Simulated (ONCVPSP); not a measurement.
**Before and after: ONCV potential for Re (Z = 75)**

- Element: Re (Z = 75)
- Generator: ONCVPSP 4.0.1
- Type: optimised norm-conserving Vanderbilt (ONCV)
- Functional: PBE
- Relativity: scalar-relativistic
- Frozen core: [Kr] 4d10 4f14
- Valence charge: 15
- Reference configuration: 5s2 5p6 5d5 6s2
- Partial waves: 5s+6s: rc 1.95 bohr, ncon 3, nbas 8, qcut 6.2 1/bohr, 2 projectors; 5p: rc 1.95 bohr, ncon 3, nbas 6, qcut 7.1 1/bohr, 2 projectors, debl 3.1 Ha; 5d: rc 1.50 bohr, ncon 4, nbas 7, qcut 6.9 1/bohr, 2 projectors, debl 1 Ha
- Local potential: polynomial inside 1.15 bohr (lpopt 5, dvloc0 0 Ha)
- Core correction: none

Change: core correction Teter function, fcfact 3.25, rcfact 1.7.

Cutoffs: the cutoffs (Ha) at which the residual kinetic energy of the hardest occupied pseudo-wave falls to 1 and 0.1 mHa per electron; they do not see the model core or the augmentation charge, which bear on the density cutoff. Errors are all-electron minus pseudo energies relative to the spin-unpolarised reference configuration.

**Question.** What does the change do?

**Answer.** The potential gets neither clearly harder nor softer (15 Ha and 18 Ha → 15 Ha and 18 Ha); of the 4 tests that both files solve, the error grows in 4 and shrinks in 0 by more than 15 % and 0.3 meV (median size 9.1 → 48.7 meV); neither file shows a bound ghost. A model core, the more so a compact one, raises the density cutoff, which this test does not measure.

```csv
quantity,base,changed
"cutoff, loose",15 Ha,15 Ha
"cutoff, tight",18 Ha,18 Ha
bound ghosts,none,none
GHOST(+) flags under 300 eV,s at 63.6 eV,s at 63.6 eV
"error for 5s2 5p6 5d5 6s1, meV [ΔE 9.25 eV]",-3.8,-7.9
"error for 5s2 5p6 5d5 6s0, meV [ΔE 25.57 eV]",-10,-36
"error for 5s2 5p6 5d4 6s0, meV [ΔE 52.70 eV]",-7.8,-61
"error for 5s2 5p5 5d5 6s2, meV [ΔE 52.92 eV]",-155,-180
s: phases at 1.97 bohr within 0.05 rad from the reference energy up to (Ha; the scan ends near 5),2.0,2.0
p: phases at 1.97 bohr within 0.05 rad from the reference energy up to (Ha; the scan ends near 5),to the end of the scan,to the end of the scan
d: phases at 1.53 bohr within 0.05 rad from the reference energy up to (Ha; the scan ends near 5),to the end of the scan,to the end of the scan
```
